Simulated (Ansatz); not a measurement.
BH6NSSi, SMILES `[SiH3]NBS`. The species carries charge 0 and has multiplicity 1.

Z-matrix (Å, degrees):
```
Si
N 1 1.741
H 1 1.487 2 110.5
H 1 1.480 2 107.5 3 120.4
H 1 1.487 2 110.6 3 -119.2
B 2 1.405 1 126.0 3 -120.8
H 2 1.012 1 116.6 3 59.2
S 6 1.812 2 120.2 1 -179.9
H 6 1.194 2 120.1 1 0.1
H 8 1.340 6 96.5 2 -180.0
```

Q: List the harmonic frequencies (cm⁻¹, unscaled) at PBE0-D4/def2-TZVP in Ansatz. (Estimate.)

A: The calculation gave: 66, 113, 181, 295, 339, 616, 651, 730, 757, 817, 860, 889, 937, 948, 975, 1084, 1234, 1404, 2219, 2224, 2263, 2640, 2736, 3580.

Q: Is this a minimum?

A: Yes, all 24 modes are real.

Q: Give the ideal-gas thermochemistry at 298.15 K and 1 bar (rigid rotor, harmonic oscillator; point group Cs, symmetry number 1).

A: Zero-point energy 170.8 kJ/mol; H(298) − E = 190.6 kJ/mol; entropy 335.8 J/(mol·K), of which translation 165.1, rotation 109.0, vibration 61.7; G(298) − E = 90.5 kJ/mol. Modes under 100 cm⁻¹ are hindered rotations or soft bends, so the harmonic entropy is rough.

Q: And at 400, 500, 600, 800 and 1000 K?

A: 
```csv
T (K),H − E (kJ/mol),S (J/mol/K),G − E (kJ/mol)
400,202.0,368.4,54.6
500,215.0,397.5,16.3
600,229.6,423.9,-24.8
800,262.0,470.5,-114.4
1000,297.9,510.4,-212.6
```
